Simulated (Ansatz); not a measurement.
```yaml
crystal:
  periodic: [false, false, false]
  atoms:
    - {symbol: Cl, position_ang: [0.116603, 0.573653, -2.721714]}
    - {symbol: W, position_ang: [0.140101, -0.139062, -0.386295]}
    - {symbol: Cl, position_ang: [1.354709, -2.033874, -1.333562]}
    - {symbol: C, position_ang: [-2.027328, -0.728782, -1.173076]}
    - {symbol: C, position_ang: [-2.078254, 0.327227, -0.222961]}
    - {symbol: C, position_ang: [-1.597368, -0.220208, 1.011159]}
    - {symbol: C, position_ang: [-1.176478, -1.571935, 0.788239]}
    - {symbol: C, position_ang: [-1.486966, -1.866765, -0.567193]}
    - {symbol: C, position_ang: [0.802833, 1.942442, 0.241687]}
    - {symbol: C, position_ang: [1.889156, 1.467833, -0.542494]}
    - {symbol: C, position_ang: [2.429990, 0.329476, 0.062257]}
    - {symbol: C, position_ang: [1.705483, 0.042738, 1.251216]}
    - {symbol: C, position_ang: [0.728220, 1.082391, 1.385739]}
    - {symbol: H, position_ang: [-2.262491, -0.635946, -2.220020]}
    - {symbol: H, position_ang: [-2.501905, 1.305126, -0.383325]}
    - {symbol: H, position_ang: [-1.640579, 0.268474, 1.967532]}
    - {symbol: H, position_ang: [-0.804043, -2.269800, 1.520191]}
    - {symbol: H, position_ang: [-1.242701, -2.783793, -1.076524]}
    - {symbol: H, position_ang: [0.231349, 2.837607, 0.058416]}
    - {symbol: H, position_ang: [2.178327, 1.855590, -1.504813]}
    - {symbol: H, position_ang: [3.199126, -0.292860, -0.363376]}
    - {symbol: H, position_ang: [1.930929, -0.738233, 1.958838]}
    - {symbol: H, position_ang: [0.111296, 1.248681, 2.250089]}
basis:
  gaussian: {orbitals: def2-TZVPP, fitting: {mean_field: cc-pVTZ-jkfit}, final_grid: {core_spheres: 8, valence_spheres: 7, degree: 23}}
hamiltonian: {xc: {name: B97M-V}}
```

```sh
$ ansatz run in.yaml --threads 11 --pin off --events-out ev --progress --plain --max-ram 166912MiB --backend cuda --devices 0, --max-vram 75GiB
```

Q: How does Ansatz answer? (Estimate.)

A: Ansatz gave: The program refused the input.
```
Functional definition: B97M-V
Error: <dir> the basis set cc-pVTZ-JKFIT has no functions for W
```
